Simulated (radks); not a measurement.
Cd II, 47 electrons, occupied as [Kr] 4d10 5s1 (the NIST ground configuration). Method: scalar-relativistic Kohn-Sham, LDA (Slater exchange, Perdew-Zunger correlation), spin-polarised, spherical densities, point nucleus; open shells are filled with parallel spins first (spin-orbit coupling, left out, can overturn this in heavy ions); computed with a radial shooting solver on a logarithmic mesh with Libxc functionals.

Unscreened Slater integrals over Kohn-Sham orbitals (hartree). They are taken over the spin-up orbitals. Empty in this configuration: 5p.

| integral | value |
|---|---|
| F0(5s,5s) | 0.34488 |
| F0(5s,4d) | 0.42162 |
| G2(5s,4d) | 0.068324 |
| F0(5s,4p) | 0.43615 |
| G1(5s,4p) | 0.025917 |
| F0(5s,4s) | 0.43949 |
| G0(5s,4s) | 0.017011 |
| F0(5s,5p) | 0.30042 |
| G1(5s,5p) | 0.19142 |
| F0(4d,4d) | 0.71204 |
| F2(4d,4d) | 0.34959 |
| F4(4d,4d) | 0.22718 |
| F0(4d,4p) | 0.80410 |
| F2(4d,4p) | 0.39210 |
| G1(4d,4p) | 0.49335 |
| G3(4d,4p) | 0.30053 |
| F0(4d,4s) | 0.82932 |
| G2(4d,4s) | 0.36267 |
| F0(4d,5p) | 0.34206 |
| F2(4d,5p) | 0.088921 |
| G1(4d,5p) | 0.037409 |
| G3(4d,5p) | 0.030162 |
| F0(4p,4p) | 0.93742 |
| F2(4p,4p) | 0.48954 |
| F0(4p,4s) | 0.97703 |
| G1(4p,4s) | 0.66159 |
| F0(4p,5p) | 0.34985 |
| F2(4p,5p) | 0.064060 |
| G0(4p,5p) | 0.011822 |
| G2(4p,5p) | 0.014741 |
| F0(4s,4s) | 1.0226 |
| F0(4s,5p) | 0.35178 |
| G1(4s,5p) | 0.016009 |
| F0(5p,5p) | 0.27127 |
| F2(5p,5p) | 0.14488 |
